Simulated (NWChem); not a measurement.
# BClF₂; SMILES FB(F)Cl

```xyz
4

B     -0.0029    -0.4474     0.0000
F      0.0006    -1.1108    -1.1364
F      0.0006    -1.1108     1.1364
Cl     0.0002     1.3077     0.0000
```
Atoms are numbered in this order, from 1.

Program: NWChem. Structure relaxed at the B3LYP/6-31G* (spherical d) level. Ions are spin-unrestricted doublets at the neutral geometry; other ion states weren't tried. Functional: LC-ωPBE (HJS hole) with def2-SVP; rows give the range parameter ω in 1/bohr.

**Question.** At which range parameter does −ε(HOMO) equal the ΔSCF ionisation energy (optimal tuning)?

**Answer.** about 0.48 per bohr, by linear interpolation in these runs:
```csv
range parameter (1/bohr),"vertical ionisation energy, ΔSCF (eV)",−ε(HOMO) (eV),ΔSCF minus −ε(HOMO) (eV)
0.15,12.50,10.27,2.23
0.20,12.61,10.88,1.73
0.30,12.81,11.87,0.94
0.50,13.05,13.15,-0.10
0.80,13.21,14.02,-0.81
```
